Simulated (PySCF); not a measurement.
C3H7BrSi, SMILES C=C[SiH](C)Br. Geometry optimised at PBE-D3(BJ)/def2-SVP. One conformer was computed; it need not be the lowest.

The numbers are results of PBE-D3(BJ)/def2-SVP (PySCF), not measurements.

Harmonic wavenumbers (cm⁻¹): 80, 130, 161, 165, 212, 340, 411, 483, 620, 660, 710, 737, 809, 868, 951, 969, 993, 1212, 1227, 1365, 1374, 1381, 1624, 2159, 2976, 3041, 3056, 3076, 3092, 3147. Rotational constants (GHz): 2.922, 1.731, 1.184; symmetry number 1.

**Question.** Work out the zero-point energy and the ideal-gas rigid-rotor harmonic-oscillator thermochemistry at 298.15 K and 1 atm.

**Answer.** ZPE = ½ Σ hcν = ½ × 38029 cm⁻¹ = 227.47 kJ/mol. H − E(el) = 250.38 kJ/mol. Entropy in J/(mol K): translation 171.33, rotation 118.72, vibration 78.99, total 369.04. G − E(el) = 140.35 kJ/mol. Cp = 118.96 J/(mol K). Modes under 150 cm⁻¹ make the vibrational entropy uncertain.
